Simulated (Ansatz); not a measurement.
Species: GaO, charge 0, doublet. GaO (SMILES [O]=[Ga], doublet).
B3LYP-D3(BJ)/def2-TZVP minimum from Ansatz (a first-principles code):
```xyz
2

Ga     0.0000     0.0000    -0.3530
O      0.0000     0.0000     1.3680
```
Charge 0, spin multiplicity 2.

Total energies in cc-pVTZ, 9 correlated electrons, 15 frozen orbitals. UHF or UKS for unpaired electrons; spin-orbit terms are left out. Correlated methods leave the cores frozen (noble-gas shells, and filled d and f shells in the p block). No relativity. The UHF reference of GaO ([O]=[Ga], doublet) is spin-contaminated (<S^2> up to 0.05 over the pure value in the sets run). The determinant of GaO ([O]=[Ga], doublet) is a saddle point of the SCF energy; a lower one exists, which strains HF and MP2.

```csv
method,program,energy (Eh),minus CCSDT(Q) (mEh)
HF,Ansatz,-1998.13417,301.68
MP2,Ansatz,-1998.39222,43.63
CCSD,Ansatz,-1998.41803,17.82
CCSD(T),Ansatz,-1998.43151,4.35
CCSDT(Q),Ansatz,-1998.43585,0.00
```

Rough core times of Ansatz's runs on a shared machine: CCSD(T) 50 s, CCSDT(Q) 2 min.
